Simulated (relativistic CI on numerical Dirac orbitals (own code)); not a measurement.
# Pd4+: M2,3 absorption edge

Computed with this model: Dirac-Coulomb-Breit CI, separate exchange-only KLI orbitals for each configuration, model QED, valence Slater integrals scaled by 0.9, multiplet model of core-to-valence dipole absorption; configurations [Kr] 4d6 → [Ne] 3s2 3p5 3d10 4s2 4p6 4d7; 300 K; Lorentzian 1.2 eV and Gaussian 0.4 eV FWHM. Energies are those of the free ion, without screening or charge transfer. The branching ratio is the share of the lower-energy edge in the whole absorption, uncertain by about 0.02 where the edges overlap. S is read from ⟨S²⟩ = S(S + 1).

Field parameters in Wybourne normalisation: D4h B²₀ = −7Ds, B⁴₀ = 21(Dq − Dt), B⁴₄ = 21√(5/14) Dq. The field is a parameter set, without covalency.

free ion: ground-state S = 1.98, centroid 544.54 eV, branching ratio 0.844. Peaks (eV, height): 539.8 (100), 568.2 (20).

D4h, 10Dq = 37250, Ds = -1500, Dt = 650 cm⁻¹: ground-state S = 0.06, centroid 547.45 eV, branching ratio 0.777. Peaks (eV, height): 541.2 (100), 569.2 (32).

D4h, 10Dq = 37250, Ds = 1070, Dt = 650 cm⁻¹: ground-state S = 0.06, centroid 547.44 eV, branching ratio 0.777. Peaks (eV, height): 541.2 (100), 569.5 (31).

D4h, 10Dq = 37250, Ds = 1710, Dt = 650 cm⁻¹: ground-state S = 0.06, centroid 547.43 eV, branching ratio 0.777. Peaks (eV, height): 540.5 (95), 541.5 (100), 568.8 (28), 569.8 (32).

D4h, 10Dq = 37250, Ds = 2360, Dt = 650 cm⁻¹: ground-state S = 0.06, centroid 547.42 eV, branching ratio 0.778. Peaks (eV, height): 540.2 (100), 541.8 (100), 568.5 (28), 570.0 (33).

D4h, 10Dq = 37250, Ds = 3000, Dt = 650 cm⁻¹: ground-state S = 0.06, centroid 547.40 eV, branching ratio 0.779. Peaks (eV, height): 540.2 (100), 542.0 (96), 568.5 (28), 570.2 (32).

The statistical ratio of this edge is 2/3 = 0.667. Values above it arise where the holes sit mainly in the j = l + 1/2 valence subshell or the ground state has high spin; values below it where core-valence Coulomb terms move weight to the upper edge, as in nearly empty shells.

Strongest unbroadened transitions for D4h, 10Dq = 37250, Ds = 3000, Dt = 650 cm⁻¹:

```csv
Energy (eV),Relative strength
539.62,15.7
540.12,100.0
540.27,34.8
541.45,3.7
541.66,46.7
541.77,12.4
542.03,38.7
542.19,49.2
542.40,0.8
542.68,2.4
543.22,0.5
543.77,1.0
544.98,0.5
568.27,11.9
568.40,27.6
570.15,45.0
570.33,1.4
570.60,0.8
```
